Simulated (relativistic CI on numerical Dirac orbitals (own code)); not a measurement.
V³⁺: M2,3 absorption edge

Computed with this model: Dirac-Coulomb-Breit CI, orbitals from a KLI potential per configuration, a model potential for QED, valence Slater integrals scaled by 0.8, multiplet model of core-to-valence dipole absorption; configurations [Ar] 3d2 → [Ne] 3s2 3p5 3d3; 10 K; Lorentzian 0.8 eV and Gaussian 0.3 eV FWHM. Energies are those of the free ion, without screening or charge transfer. The branching ratio is the share of the lower-energy edge in the whole absorption, uncertain by about 0.02 where the edges overlap. S is read from ⟨S²⟩ = S(S + 1).

Field parameters in Wybourne normalisation: Oh B⁴₀ = 21Dq, B⁴₄ = √(5/14) B⁴₀. The field is a parameter set, without covalency.

Peaks in eV (height, largest 100): 43.6 (7), 46.2 (12), 48.3 (62), 53.4 (100), 57.0 (21).

Q: Which surroundings give this spectrum?
A. Oh, 10Dq = 19700 cm⁻¹
B. Oh, 10Dq = 9300 cm⁻¹
C. Oh, 10Dq = 14500 cm⁻¹
D. Oh, 10Dq = 24850 cm⁻¹

A: A. Oh, 10Dq = 19700 cm⁻¹, where the ground state has S = 1.00.
